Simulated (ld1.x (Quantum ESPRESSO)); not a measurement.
## Before and after: PAW potential for Al

| Item | Value |
| --- | --- |
| Element | Al (Z = 13) |
| Generator | ld1.x (Quantum ESPRESSO) 7.5 |
| Type | PAW |
| Functional | PBE |
| Relativity | scalar-relativistic |
| Frozen core | [He] |
| Valence charge | 11 |
| Reference configuration | 2s2 2p6 3s1.75 3p1.25 |
| Partial waves | 2s (bound): rcut 0.85, rcutus 1.00 bohr; 3s (bound): rcut 0.85, rcutus 1.00 bohr; 2p (bound): rcut 0.95, rcutus 1.20 bohr; 3p (bound): rcut 0.95, rcutus 1.20 bohr; 3d channel at 0.25 Ry: rcut 1.05, rcutus 1.20 bohr; 3d channel at 2.2 Ry: rcut 1.05, rcutus 1.20 bohr |
| Local potential | all-electron potential smoothed inside 0.85 bohr (lloc = -1) |
| Core correction | a·sin(br)/r model core, default radius (ld1.x builds one for every PAW set, though the input has nlcc=.false.) |
| Augmentation charge | BESSEL, radius 0.85 bohr |

All-electron outer shells of the reference configuration (PBE, scalar-relativistic, ld1.x):

```csv
shell,level (eV),outermost node (bohr),outermost maximum (bohr)
1s,-1511.63,–,0.08
2s,-108.64,0.16,0.50
2p,-70.11,–,0.43
3s,-7.97,0.80,2.09
3p,-2.88,0.82,2.61
```

Change: waves 2s (bound): rcut 0.85, rcutus 0.94 bohr; 3s (bound): rcut 0.85, rcutus 0.94 bohr.

Cutoffs: the cutoffs (Ry, on a coarse ladder) from which the occupation-weighted sum of valence levels, in a spherical-Bessel basis at the reference potential, stays within 10 and 1 mRy of its value at 400 Ry; they do not see the model core or the augmentation charge, which bear on the density cutoff. Errors are all-electron minus pseudo energies relative to the spin-unpolarised reference configuration.

Predict the effect on cutoff, ghosts and configuration errors.

The potential gets neither clearly harder nor softer (90 Ry and 140 Ry → 90 Ry and 140 Ry); the p channel sets the loose cutoff, while the largest relative change is in s, which becomes softer; of the 7 tests that both files solve, the error grows in 0 and shrinks in 1 by more than 15 % and 0.3 meV (median size 0.6 → 0.5 meV); neither file shows a bound ghost.

| quantity | base | changed |
| --- | --- | --- |
| cutoff, loose | 90 Ry | 90 Ry |
| cutoff, tight | 140 Ry | 140 Ry |
| loose cutoff by channel (10 mRy a level) | s 60 Ry, p 80 Ry | s 50 Ry, p 80 Ry |
| bound ghosts | none | none |
| error for 2s2 2p6 3s2 3p1, meV [ΔE -1.27 eV] | 0.0 | 0.0 |
| error for 2s2 2p6 3s2 3p0, meV [ΔE 4.49 eV] | 0.0 | -0.1 |
| error for 2s2 2p6 3s1 3p0, meV [ΔE 23.72 eV] | -0.6 | -0.5 |
| error for 2s2 2p6 3s0 3p3, meV [ΔE 9.18 eV] | +1.3 | +1.2 |
| error for 2s2 2p6 3s1 3p2, meV [ΔE 3.87 eV] | +0.1 | +0.1 |
| error for 2s1 2p6 3s2 3p1, meV [ΔE 119.44 eV] | -28 | -22 |
| error for 2s2 2p6 3s0 3p0, meV [ΔE 52.16 eV] | -1.4 | -1.4 |
| s: phases at 1.30 bohr within 0.05 rad from the reference energy up to (Ry; the scan ends near 5) | to the end of the scan | to the end of the scan |
| p: phases at 1.30 bohr within 0.05 rad from the reference energy up to (Ry; the scan ends near 5) | 3.0 | 3.0 |
| d: phases at 1.30 bohr within 0.05 rad from the reference energy up to (Ry; the scan ends near 5) | to the end of the scan | to the end of the scan |
| lowest overlap eigenvalue by channel | s 0.01, p 0.12, d 0.81 | s 0.06, p 0.12, d 0.81 |
